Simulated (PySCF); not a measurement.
**Working with the constants of TlC⁺**

UHF-CCSD(T) constants of TlC⁺, ³Π (triplet), unpaired electrons σ ↑, π ↑ (Tl def2-SVP with ECP60, C def2-SVP; scalar-relativistic core potentials (PySCF 2.14); masses 204.9744 and 12.0000 u):

* ωe: 116.7 cm⁻¹
* ωexe: 2.52 cm⁻¹
* Be: 0.14754 cm⁻¹
* αe: 0.00350 cm⁻¹
* D (centrifugal): 9.44e-07 cm⁻¹

Question: Give the vibrational terms G(v) and spacings up to v = 3.

Answer: G(v) = ωe(v+½) − ωexe(v+½)².

```tsv
v	G(v) (cm⁻¹)	G(v) − G(v−1)	Bv (cm⁻¹)
0	58		0.1458
1	169	112	0.1423
2	276	107	0.1388
3	378	102	0.1353
```

Correlated steps freeze 5 core orbitals. These are scalar-relativistic numbers at best; spin–orbit coupling would shift them, the dissociation energy most. The state was picked by a PBE0 search and need not be the measured ground state.
